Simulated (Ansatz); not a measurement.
```yaml
crystal:
  periodic: [false, false, false]
  atoms:
    - {symbol: Ge, position_ang: [1.452440, 0.276146, 0.547348]}
    - {symbol: Ge, position_ang: [-0.170747, 0.768453, -1.338063]}
    - {symbol: Ge, position_ang: [-1.343555, -0.766004, 0.305561]}
    - {symbol: O, position_ang: [0.436339, -1.088666, -0.353941]}
    - {symbol: O, position_ang: [-0.374478, 0.810081, 0.839085]}
basis:
  gaussian: {orbitals: def2-TZVPP}
total_charge: 1
magnetization: {spin_polarized: true, initial_magnetization: 1}
hamiltonian: {xc: {name: PBE}, dispersion: d3bjatm}
scf: {omitted_lower_state_checks: [starts]}
```

```sh
$ ansatz run in.yaml --threads 4 --pin off --events-out ev --progress --plain --max-ram 4787MiB
```

Output, abridged:

```
Functional definition: PBE
1376 factors; their error is unknown
mean field evaluation 1: about -173572.2017 eV, gradient 1.1e2 eV
mean field evaluation 2: about -173105.6341 eV, gradient 2.4e2 eV
mean field evaluation 4: about -173597.7026 eV, gradient 5.4e1 eV
mean field evaluation 8: about -173615.3438 eV, gradient 7.9e-1 eV
mean field evaluation 16: about -173615.3119 eV, gradient 2.5e-3 eV
mean field -173615.31195001 eV, -6380.2450334779 hartree, gradient 2.1e-5 eV, S^2 0.753920; 0 other end points of the search recorded, 0 dependent functions left out
reference -173615.31198364 eV, -6380.2450347137 hartree; 56, 55 occupied and 150, 151 virtual orbitals, 1376 factors
Total energy: -173615.48465361 eV, -6380.2513802179 hartree
Checks for a lower state left out: starts
```

Run time 4.4 s (4 threads of Arm Neoverse V2 on a shared host).
